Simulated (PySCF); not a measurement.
H3S, SMILES [SH3+], charge +1. Geometry: B3LYP-D3(BJ)/def2-TZVPD. The isomer is the one that the SMILES or the coordinates give; other isomers of the formula were not compared.

The numbers are results of B3LYP-D3(BJ)/def2-TZVPD (PySCF), not measurements.

Harmonic wavenumbers (cm⁻¹): 1064, 1218, 1218, 2591, 2594, 2595. Rotational constants (GHz): 146.7, 146.7, 126.6; symmetry number 3.

Problem. Work out the zero-point energy and the ideal-gas rigid-rotor harmonic-oscillator thermochemistry at 298.15 K and 1 atm.

Solution. ZPE = ½ Σ hcν = ½ × 11281 cm⁻¹ = 16.13 kcal/mol. H − E(el) = 18.53 kcal/mol. Entropy in cal/(mol K): translation 36.60, rotation 13.25, vibration 0.15, total 49.99. G − E(el) = 3.63 kcal/mol. Cp = 8.65 cal/(mol K).
